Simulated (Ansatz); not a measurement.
These are frozen-core CCSD(T)/cc-pVTZ // CAM-B3LYP-D3(BJ)/def2-TZVP run with Ansatz (a first-principles code) values and carry that method's errors.

Ansatz 0.2 input:
```yaml
crystal:
  periodic: [false, false, false]
  atoms:
    - { symbol: Cl, position_ang: [-1.67766, -0.839723, -0.126052] }
    - { symbol: Si, position_ang: [-0.000633, 0.178033, 0.464445] }
    - { symbol: Cl, position_ang: [1.681327, -0.832634, -0.124198] }
    - { symbol: H, position_ang: [-0.003036, 1.494323, -0.214195] }
basis:
  gaussian: { orbitals: cc-pVTZ }
correlation:
  method: ccsd_t
magnetization:
  spin_polarized: true
  initial_magnetization: 1
```

Output:

```
Functional definition: HF
689 factors; integrals over basis functions are off by at most 9.1e-4 eV
mean field evaluation 1: about -32887.3140 eV, gradient 1.2e1 eV
mean field evaluation 2: about -32887.3251 eV, gradient 1.2e1 eV
mean field evaluation 4: about -32888.5427 eV, gradient 1.9e0 eV
mean field evaluation 8: about -32888.6058 eV, gradient 1.3e-3 eV
mean field evaluation 16: about -32888.5266 eV, gradient 1.9e0 eV
mean field -32888.60575099 eV, -1208.6339686514 hartree, gradient 1.1e-6 eV, S^2 0.755102; 0 other end points of the search recorded, 0 dependent functions left out
15 core orbitals not correlated
reference -32888.60575099 eV, -1208.6339686514 hartree; 10, 9 occupied and 91, 92 virtual orbitals, 689 factors
second order -12.82001420 eV of doubles, -0.00000000 eV of singles
cycle   1  -13.58510015 eV  change   -7.7e-1 eV  update   7.3e-2
cycle   2  -13.89218512 eV  change   -3.1e-1 eV  update   2.3e-2
cycle   3  -13.94571484 eV  change   -5.4e-2 eV  update   1.2e-2
cycle   4  -13.93870346 eV  change    7.0e-3 eV  update   4.4e-3
cycle   5  -13.93839254 eV  change    3.1e-4 eV  update   1.9e-3
cycle   6  -13.93885147 eV  change   -4.6e-4 eV  update   6.9e-4
cycle   7  -13.93898883 eV  change   -1.4e-4 eV  update   2.5e-4
cycle   8  -13.93904778 eV  change   -5.9e-5 eV  update   8.5e-5
cycle   9  -13.93903240 eV  change    1.5e-5 eV  update   3.5e-5
cycle  10  -13.93902347 eV  change    8.9e-6 eV  update   1.4e-5
perturbative correction -0.58570778 eV, -0.0215243638 hartree
Total energy: -32903.13048224 eV, -1209.1677426794 hartree
```

Cost: around 21 core-seconds (rough).
